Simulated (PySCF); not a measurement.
Compound: C6H4F3O (doublet state).
Geometry (GFN2-xTB, Å), atoms numbered from 1 in this order:
```
atom  x, y, z in Å
C1     0.083    1.890   -0.962
C2     0.046    0.576   -0.269
O3    -1.247    0.001   -0.314
C4    -1.461   -1.157    0.275
F5    -2.743   -1.478    0.150
F6    -1.180   -1.168    1.590
F7    -0.754   -2.176   -0.249
C8     1.093    0.004    0.348
C9     2.393    0.119    0.994
C10    1.803   -1.105    0.847
H11    1.072    2.325   -0.862
H12   -0.660    2.557   -0.524
H13   -0.165    1.771   -2.017
H14    1.719   -2.159    0.971
```

The hyperfine couplings belong to this conformer and change with its torsions.

Identity: `C/C(OC(F)(F)F)=C1[C]=C\1` [radical].

The calculation used UKS B3LYP, pcH-1 on C F H O, non-relativistic, mean-field spin-orbit, GIAO (PySCF). The structure is a single GFN2-xTB conformer in the gas phase; no vibrational or solvent corrections. The geometry wasn't refined by DFT: couplings that depend on bond lengths, twists or pyramidal angles can differ widely from those at the functional's own minimum. The frame is twisted about the C2–C8 bond at this geometry (dihedral C1–C2–C8–C9 = 22°); couplings at other torsion angles weren't computed. Stability of the SCF solution: not tested.

Q: The isotropic 13C couplings are +70.6, +42.3, -26.3, +13.6, -12.9, -2.5 MHz. Assign them to C1; C2; C4; C8; C9; C10.

A: 
```json
{"site": "C1", "a_iso (MHz)": "-12.9", "ρ(0) (bohr⁻³)": "-0.0115", "position": "1 bond from C2", "distance from C2 (Å)": "1.49", "spin population": "-0.04", "largest |T| (MHz)": "3.1"}
{"site": "C2", "a_iso (MHz)": "+42.3", "ρ(0) (bohr⁻³)": "+0.0376", "position": "largest spin population", "distance from C2 (Å)": "0.00", "spin population": "+0.50", "largest |T| (MHz)": "94.1"}
{"site": "C4", "a_iso (MHz)": "-2.5", "ρ(0) (bohr⁻³)": "-0.0022", "position": "2 bonds from C2", "distance from C2 (Å)": "2.36", "spin population": "0.00", "largest |T| (MHz)": "1.1"}
{"site": "C8", "a_iso (MHz)": "-26.3", "ρ(0) (bohr⁻³)": "-0.0234", "position": "1 bond from C2", "distance from C2 (Å)": "1.34", "spin population": "+0.02", "largest |T| (MHz)": "34.9"}
{"site": "C9", "a_iso (MHz)": "+70.6", "ρ(0) (bohr⁻³)": "+0.0628", "position": "2 bonds from C2", "distance from C2 (Å)": "2.70", "spin population": "+0.18", "largest |T| (MHz)": "52.1"}
{"site": "C10", "a_iso (MHz)": "+13.6", "ρ(0) (bohr⁻³)": "+0.0121", "position": "2 bonds from C2", "distance from C2 (Å)": "2.68", "spin population": "+0.23", "largest |T| (MHz)": "41.2"}
```

Q: Match the computed a_iso(1H) values +43.2, -6.5 MHz (means over equivalent nuclei) with the sites H11/H12/H13; H14.

A: 
| site | a_iso (MHz) | ρ(0) (bohr⁻³) | position | distance from C2 (Å) | bound to | spin population there | largest \|T\| (MHz) |
| --- | --- | --- | --- | --- | --- | --- | --- |
| H11/H12/H13 | +43.2 | +0.0097 | 2 bonds from C2 | 2.12 | C1 | -0.04 | 6.0 |
| H14 | -6.5 | -0.0014 | 3 bonds from C2, on C10 of spin population +0.23 | 3.44 | C10 | +0.23 | 12.2 |

ρ(0) is the spin density at the nucleus and T the dipolar tensor; entries for several nuclei are means. Largest spin populations (Mulliken): C2 (+0.50), C10 (+0.23) and C9 (+0.18). Three atoms exceed +0.15. The angles at C2 add up to 360.0°, so it is planar.

β density exceeds α density at some nuclei, such as C8 (-0.0234), C1 (-0.0115) and C4 (-0.0022), spin density in bohr⁻³. In a single determinant that takes different orbitals for the two spins, that is spin polarisation.

Class means assume fast exchange of nuclei equivalent by connectivity; if that motion is slow, each nucleus keeps its own coupling. The three 1H nuclei of mean +43.2 MHz run from 0.5 to 80.7 MHz in the frozen geometry. The three 19F nuclei of mean +6.5 MHz run from -0.8 to 19.5 MHz in the frozen geometry.

C9, the radical centre as drawn in `C/C(OC(F)(F)F)=C1[C]=C\1`, holds a spin population of +0.18 out of 1.

The run took 95 s (with the writing of density and orbital grids) on an Arm Neoverse V2 with one thread, on a shared host, and the process peaked at 0.98 GiB of memory.
